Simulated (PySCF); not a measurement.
Two-dimensional NMR puzzle

Compound of formula C6H7ClF2. Correlations simulated from computed shifts and the bond graph:

HSQC (one-bond C–H):
```
  δH     δC
6.83  109.1
5.78  128.3
5.27   86.9
3.55   43.3
3.41   43.3
3.21   42.9
3.20   42.9
```

COSY cross peaks (H two or three bonds apart, from the bond graph; peaks can be absent where the dihedral angle is near 90°):
```
  δH    δH
6.83  5.78
5.27  3.55
5.27  3.41
5.27  3.21
5.27  3.20
3.55  3.41
3.21  3.20
```

HMBC (two and three bonds, from the bond graph):
```
  δH                        δC
6.83              150.9, 128.3
5.78  150.9, 109.1, 43.3, 42.9
5.27         150.9, 43.3, 42.9
3.55  150.9, 128.3, 86.9, 42.9
3.41  150.9, 128.3, 86.9, 42.9
3.21  150.9, 128.3, 86.9, 43.3
3.20  150.9, 128.3, 86.9, 43.3
```

Carbons without hydrogens: δ 150.9.

Theoretical values (PySCF 2.14.0 with density-fitted response routines): PBE0/pcSseg-1 with gauge-including orbitals, structure optimised with GFN2-xTB. One conformer, relativity neglected, no solvent.

Chemical shifts δ = σref − σ; ¹H and ¹³C vs TMS, all at this level.

Exchangeable hydrogens are left out of these lists.

Assemble the structure.

Answers

`InChI=1S/C6H7ClF2/c7-6(9)3-4-1-5(8)2-4/h3,5-6H,1-2H2/t5?,6-/m0/s1`.

Atoms are numbered as in `[F:1][C@H:2]([Cl:3])[CH:4]=[C:5]1[CH2:6][CH:7]([F:8])[CH2:9]1`. Each H is labelled by its parent atom. Ha(C6), Ha(C9) are cis to F8 on the ring; Hb(C6), Hb(C9) are trans to F8 on the ring.

1. δC 150.9 is C5, a fully substituted alkene carbon.
2. δC 128.3 is C4, an alkene CH (δH 5.78).
3. δC 109.1 is C2, an allylic sp3 CH bonded to Cl and F (δH 6.83).
4. δC 86.9 is C7, an sp3 CH bonded to F (δH 5.27).
5. δC 43.3 is C6, an allylic sp3 CH2 (δH 3.41, 3.55).
6. δC 42.9 is C9, an allylic sp3 CH2 (δH 3.21, 3.20).
7. HMBC from δH 6.83 reaches the proton-free carbon C5.
8. HMBC from δH 5.78 reaches the proton-free carbon C5.
9. HMBC from δH 5.27 reaches the proton-free carbon C5.
10. HMBC from δH 3.55 reaches the proton-free carbon C5.
11. COSY links 6.83–5.78, 5.27–3.55, 5.27–3.41, 5.27–3.21, 5.27–3.20, 3.55–3.41.

The data come from this structure; uniqueness wasn't tested.

Carbons that carry Cl, above all several Cl atoms, come out too deshielded, partly because spin–orbit coupling is missing. Shifts are as computed. Against solution values, carbons near 30 ppm lie about +3 ppm off and those near 130 ppm about +5 ppm; carbons on Cl a further +6 ppm. Of 1211 compounds with measured shifts, 218 miss one by over three times the rms of a fit or turn the order of signals round; such compounds aren't used in these exercises.
